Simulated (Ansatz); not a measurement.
C2H7FO2Si2 can be A, `O[SiH2]/C=C\[SiH](O)F`, or B, `C=C[Si@@H](O)[Si@@H](O)F`.

Isolated molecules relaxed with PBE0-D4/def2-TZVP in Ansatz; ΔE leaves out vibrations. CCSD(T)/CBS is the MP2 limit (def2-TZVPP, def2-QZVPP) plus CCSD(T) − MP2 in def2-TZVPP, frozen cores. DFT in def2-TZVPP. B3LYP here is the variant with VWN-RPA as its local correlation; programs differ in this. Each species was taken in one conformer, which may not be the lowest.

A:

```xyz
14

O     0.896   -1.205   -1.045
Si    1.011    0.386   -1.484
C     0.004    1.472   -0.358
C    -0.676    1.082    0.728
Si   -0.811   -0.629    1.453
O    -1.511   -1.737    0.490
F     0.682   -1.113    1.825
H     1.406   -1.480   -0.277
H     2.428    0.841   -1.469
H     0.477    0.468   -2.865
H    -0.031    2.530   -0.628
H    -1.227    1.850    1.276
H    -1.589   -0.597    2.707
H    -1.060   -1.867   -0.352
```

B:

Z-matrix (Å, degrees):
```
Si
C 1 1.850
Si 1 2.351 2 110.3
O 1 1.654 2 106.5 3 -119.3
H 1 1.493 2 110.3 3 119.4
C 2 1.331 1 122.9 3 112.4
H 2 1.089 1 118.3 3 -66.7
O 3 1.639 1 107.4 2 71.6
F 3 1.610 1 108.7 2 -169.2
H 3 1.490 1 115.9 2 -52.0
H 4 0.958 1 117.5 2 173.2
H 6 1.086 2 121.4 1 1.0
H 6 1.086 2 122.0 1 -179.5
H 8 0.959 3 118.9 1 -167.3
```

**Question.** Which is lower in electronic energy at CCSD(T)/CBS, and by how much? (An estimate is asked.)

**Answer.** The calculation gave: A, by 33.7 kJ/mol.

**Question.** Give E(B) − E(A) in kJ/mol with MP2/def2-TZVPP, CCSD(T)/def2-TZVPP, ωB97M-V, HF/def2-TZVPP, B3LYP-D4, PBE-D4, r2SCAN-D4. (Estimate.)

**Answer.** The calculation gave: MP2/def2-TZVPP 40.3, CCSD(T)/def2-TZVPP 36.0, ωB97M-V 39.6, HF/def2-TZVPP 28.9, B3LYP-D4 32.8, PBE-D4 23.3, r2SCAN-D4 33.0. None reverses the order clearly.

Largest T1 diagnostic: 0.012.

From PBE to PBE0 (25 % exact exchange), in def2-TZVPP and without D4, E(B) − E(A) moves by +3.9 kJ/mol. In def2-TZVPP, CCSD(T) changes the Hartree–Fock value by +7.1 kJ/mol (the triples alone add +1.8 kJ/mol) and MP2 by +11.4 kJ/mol.
